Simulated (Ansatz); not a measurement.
The cluster Cd₂Se₃⁻, relaxed as a doublet with UKS r2SCAN-D4/def2-SVPD in Ansatz, starting from the GFN1-xTB geometry. Force threshold 0.02 eV/Å.

In the def2 sets Cd takes a core potential; there is no spin–orbit coupling. The structure comes from a short search, and lower isomers may exist.

Start:

```csv
atom,x (Å),y (Å),z (Å)
Cd1,-0.183,-1.009,1.743
Cd2,0.787,1.115,-0.117
Se3,-1.846,-2.293,-0.746
Se4,-0.992,-0.506,-1.837
Se5,2.234,2.693,0.957
```

```
step   energy (eV)  largest force component (eV/Å)  SCF passes
   1  -205160.9103                           0.796          51
   2  -205161.1494                           0.325          47
   3  -205161.1895                           0.163          40
   4  -205161.2094                           0.155          35
   5  -205161.2325                           0.151          37
   6  -205161.2453                           0.142          37
   7  -205161.2621                           0.190          40
   8  -205161.2688                           0.164          37
   9  -205161.2757                           0.091          34
  10  -205161.2887                           0.186          41
  11  -205161.3206                           0.545          39
  12  -205161.3687                           0.675          31
  13  -205161.4570                           0.367          29
  14  -205161.5529                           0.276          30
  15  -205161.6936                           0.411          30
  16  -205161.8569                           0.328          29
  17  -205161.9344                           0.383          28
  18  -205161.9608                           0.353          29
  19  -205161.9748                           0.414          29
  20  -205161.9966                           0.082          23
  21  -205161.9981                           0.022          24
  22  -205161.9982                           0.005          25
```

Force components are those of the run's own axes.

End:

```xyz
5

Cd    0.437   -0.761    1.799
Cd    0.314    1.090   -0.728
Se   -1.161   -1.694   -0.189
Se   -1.234   -0.218   -2.159
Se    1.643    1.582    1.276
```

Bonds formed: Cd1–Se5 (atoms count from 1). The end is the same structure that another start reached.

No frequencies were taken in this run, so the end may be a saddle point.

Hardware: 4 threads of Arm Neoverse V2 on a shared host. Wall time 3.8 min.
